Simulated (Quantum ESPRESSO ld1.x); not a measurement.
Species: Pb41+. Configuration: [Kr] 4d5 (the NIST ground configuration). Method: Dirac Kohn-Sham, PBE, spin-unpolarised, spherical densities, point nucleus; open shells fill j = l - 1/2 first; computed with ld1.x of Quantum ESPRESSO 7.5.

Unscreened Slater integrals over Kohn-Sham orbitals (eV). Large and small components are both included.

\begin{tabular}{lr}
integral & value \\ \hline
F0(4d5/2,4d5/2) & 66.022 \\
F2(4d5/2,4d5/2) & 33.605 \\
F4(4d5/2,4d5/2) & 22.901 \\
F0(4d5/2,4d3/2) & 66.629 \\
F2(4d5/2,4d3/2) & 33.845 \\
G2(4d5/2,4d3/2) & 33.636 \\
G4(4d5/2,4d3/2) & 22.931 \\
F0(4d5/2,4p3/2) & 65.492 \\
F2(4d5/2,4p3/2) & 33.442 \\
G1(4d5/2,4p3/2) & 41.152 \\
G3(4d5/2,4p3/2) & 26.486 \\
F0(4d5/2,4p1/2) & 67.682 \\
G3(4d5/2,4p1/2) & 27.569 \\
F0(4d3/2,4d3/2) & 67.263 \\
F2(4d3/2,4d3/2) & 34.133 \\
F0(4d3/2,4p3/2) & 66.073 \\
F2(4d3/2,4p3/2) & 33.614 \\
G1(4d3/2,4p3/2) & 40.838 \\
G3(4d3/2,4p3/2) & 26.364 \\
F0(4d3/2,4p1/2) & 68.349 \\
G1(4d3/2,4p1/2) & 43.924 \\
F0(4p3/2,4p3/2) & 65.178 \\
F2(4p3/2,4p3/2) & 33.837 \\
F0(4p3/2,4p1/2) & 67.268 \\
G2(4p3/2,4p1/2) & 33.806 \\
F0(4p1/2,4p1/2) & 69.695 \\
\end{tabular}
